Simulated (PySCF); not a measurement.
Radial density of Dy⁴⁶⁺ (dysprosium, charge +46)

B3LYP, [Ar] 3d2, high-spin 3F determinant. All numbers are calculated (PySCF 2.14, no relativity, point nucleus, in an uncontracted even-tempered set (16 s from 10 bohr⁻², ratio 2.5; 10 p from 13 bohr⁻², ratio 2.5; 7 d from 13 bohr⁻², ratio 2.5; 4 f from 45 bohr⁻², ratio 2.7; 3 g from 68 bohr⁻², ratio 2.7)).

```csv
r (bohr),4πr²ρ (e/bohr),4πr²(ρα − ρβ)
0.000420,0.4295,0.0000
0.000706,1.170,0.0000
0.00119,3.106,-0.0001
0.00200,7.897,-0.0002
0.00336,18.67,-0.0004
0.00565,39.08,-0.0008
0.00951,66.92,-0.0012
0.0160,84.06,0.0011
0.0269,76.97,0.0414
0.0453,89.16,0.4710
0.0761,102.3,3.1723
0.128,52.15,9.8636
0.215,55.92,8.9122
0.362,9.579,1.0459
0.609,0.07468,0.0075
```

A non-relativistic calculation at this Z misses sizeable relativistic shifts. Spin-orbit coupling is strong in this species (close to jj coupling), so the high-spin LS determinant is a model state, not a physical level.
